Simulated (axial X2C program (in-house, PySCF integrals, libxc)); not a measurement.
**What spin–orbit coupling does to LiMn⁻**

Computed with an in-house all-electron X2C program for linear molecules (integrals from PySCF). Spin-free means the one-electron spin-free X2C Hamiltonian; two-component (2c) means X2C with spin–orbit coupling and atomic mean-field two-electron Coulomb and Gaunt terms, so the difference of the two also holds small scalar two-electron terms. Basis: Mn dyall-acv3z [10s11p7d4f2g], Li dyall-av3z [9s9p3d] (cores contracted in-house); Gaussian nuclei, density fitting, unrestricted open shells. Masses: Mn 54.938 u, Li 7.016 u.

Spin-free state: M_S = 5/2, Λ = 0 (beyond evenly filled blocks: σα, π+α, π-α, δ+α, δ-α); fragments Mn + Li-.

| level | Re (Å) | ωe (cm⁻¹) | De (eV) | μ (D) |
| --- | --- | --- | --- | --- |
| HF | 3.567 | 124.2 | 0.344 | -8.16 |
| PBE50 | 3.359 | 146.5 | 0.387 | -8.15 |

Dipoles are positive if Li is the positive end and refer to the centre of mass.

Two-component determinant lowest at the distance of the search:

Ω = 5/2 (⟨Sz⟩ = 2.61, ⟨Lz⟩ = -0.11 at HF); fragments Mn + Li-.

```
level  Re (Å)  ωe (cm⁻¹)  De (eV)  μ (D)
   HF   3.548      121.8    0.346  -8.08
PBE50   3.359      146.5    0.387  -8.15
```

Task: From the two tables, how do the constants change at the HF level (2c against spin-free)?

Result: At the HF level Re goes down by 0.019 Å and ωe falls by 2.4 cm⁻¹; De changes by 0.002 eV.

The state is one determinant whose occupation by symmetry is held fixed; it was picked as the lowest of a PBE0 search that is not exhaustive. Dissociation energies refer to the lowest single-determinant-based atoms at the same level and basis. Density functionals use the spin component along the axis (collinear). Other states lie close and PBE0, whose exact exchange favours high spin, may order them wrongly; the determinant shown need not be the ground state. The nearest other spin-free determinant of the search, M_S = 7/2, Λ = 0, lies 0.27 eV up at the distance of the search. With several unpaired electrons one determinant need not be a pure state. This is the top spin component of a Σ state; components of lower Ω are not single determinants and can lie lower. The determinant is spin-polarised beyond a pure state at some levels (its spin-free form has ⟨S²⟩ too high), which makes Re and μ there less reliable. Hartree–Fock gets electron affinities wrong, so its lowest charge split need not be the true one.
